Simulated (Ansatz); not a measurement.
`C=[CH][GeH]([NH2])[Cl]` and `[NH2][GeH]([F])[Cl]` differ in one atom or group.

Ansatz, PBE0-D4/def2-TZVP geometries, multiplicity 1. Each molecule was computed in one conformer, which needn't be the lowest.

Scalar relativity is left out up to krypton.

```csv
property,`C=[CH][GeH]([NH2])[Cl]`
HOMO energy (PBE/def2-TZVPP) / eV,-6.35
HOMO energy (ωB97M-V/def2-TZVPP) / eV,-10.14
HOMO–LUMO gap (B3LYP/def2-TZVPP) / eV,6.61
LUMO energy (PBE/def2-TZVPP) / eV,-1.68
size of the dipole moment (B3LYP/def2-TZVPP) / D,1.68
LUMO energy (B3LYP/def2-TZVPP) / eV,-0.92
```

(1) What does the change do to each property? (An estimate is asked.)

Answers

(1) Computed: 
```
                                        property  `[NH2][GeH]([F])[Cl]`  shift
               HOMO energy (PBE/def2-TZVPP) / eV                  -6.88  -0.53
           HOMO energy (ωB97M-V/def2-TZVPP) / eV                 -10.84  -0.70
           HOMO–LUMO gap (B3LYP/def2-TZVPP) / eV                   7.78   1.17
               LUMO energy (PBE/def2-TZVPP) / eV                  -1.04   0.64
size of the dipole moment (B3LYP/def2-TZVPP) / D                   2.32   0.64
             LUMO energy (B3LYP/def2-TZVPP) / eV                  -0.37   0.55
```

With PBE0 the HOMO falls by 0.63 eV and the LUMO rises by 0.69 eV, so the gap widens by about 1.32 eV. PBE moves the HOMO by -0.53 eV and ωB97M-V by -0.70 eV. Dipoles are sizes alone; their direction can turn.

B3LYP here is the variant with VWN-RPA as its local correlation; programs differ in this.
